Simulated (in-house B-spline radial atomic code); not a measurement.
A fraction x of an electron is removed from 4d in Pd⁵⁺, starting from [Kr] 4d5 and keeping the highest spin. Level of theory: non-relativistic TPSSh, spin-polarised, spherical fractional occupations, point nucleus; calculated with a B-spline radial code for spherical atoms.

Caution: exact exchange at fractional occupations of open shells leaves self-interaction of up to several eV.

| x | E(x) - E(0) (eV) | 4d up level (eV) |
| --- | --- | --- |
| 0 | 0.0000 | -77.732 |
| 0.04 | 3.1228 | -78.409 |
| 0.16 | 12.6539 | -80.446 |
| 0.29 | 23.2561 | -82.666 |
| 0.43 | 34.9976 | -85.073 |
| 0.5 | 40.9951 | -86.283 |
| 0.57 | 47.0773 | -87.496 |
| 0.7 | 58.5988 | -89.760 |
| 0.78 | 65.8356 | -91.160 |
| 0.97 | 83.4733 | -94.505 |
| 1 | 86.3164 | -95.035 |

The exact functional would give a straight line between the two integer points. Deviations E(x) - E(0) - x[E(1) - E(0)], in eV: -0.33 at x = 0.04, -1.157 at x = 0.16, -1.776 at x = 0.29, -2.118 at x = 0.43, -2.163 at x = 0.5, -2.123 at x = 0.57, -1.823 at x = 0.7, -1.491 at x = 0.78, -0.254 at x = 0.97.

The curve lies below the straight line by up to 2.163 eV (at x = 0.5): convex, the delocalisation error, to which spherically averaged exact exchange adds.

Problem. How well does Slater's transition state (minus the level at half occupation) give the ionisation energy?

Solution. It gives 86.283 eV against 86.316 eV from the two total energies; NIST lists 84.10 eV, ground level to ground level. The end point has an open shell averaged over its orbitals, so its exact exchange keeps a self-interaction and this is no true integer point.
